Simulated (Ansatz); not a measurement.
One change: `C#CC=C` becomes `C#CC(=C)[SiH3]`.

Ansatz, PBE0-D4/def2-TZVP geometries, multiplicity 1. 

```
                                        property  `C#CC=C`
             HOMO–LUMO gap (PBE/def2-TZVPP) / eV      4.23
size of the dipole moment (B3LYP/def2-TZVPP) / D      0.42
             HOMO energy (B3LYP/def2-TZVPP) / eV     -6.98
              LUMO energy (PBE0/def2-TZVPP) / eV     -0.99
         HOMO–LUMO gap (ωB97M-V/def2-TZVPP) / eV     10.43
            HOMO–LUMO gap (PBE0/def2-TZVPP) / eV      6.21
```

(1) Give the same properties after the change, and the shifts. (Estimate.)

## Answers

(1) Computed: 
```tsv
property	`C#CC(=C)[SiH3]`	shift
HOMO–LUMO gap (PBE/def2-TZVPP) / eV	4.08	-0.15
size of the dipole moment (B3LYP/def2-TZVPP) / D	0.50	0.08
HOMO energy (B3LYP/def2-TZVPP) / eV	-7.09	-0.11
LUMO energy (PBE0/def2-TZVPP) / eV	-1.27	-0.28
HOMO–LUMO gap (ωB97M-V/def2-TZVPP) / eV	10.23	-0.20
HOMO–LUMO gap (PBE0/def2-TZVPP) / eV	6.04	-0.17
```

With PBE0 the HOMO falls by 0.11 eV and the LUMO falls by 0.28 eV, so the gap narrows by about 0.17 eV. PBE moves the HOMO by -0.13 eV and ωB97M-V by -0.10 eV. Dipoles are sizes alone; their direction can turn.

B3LYP here is the variant with VWN-RPA as its local correlation; programs differ in this.
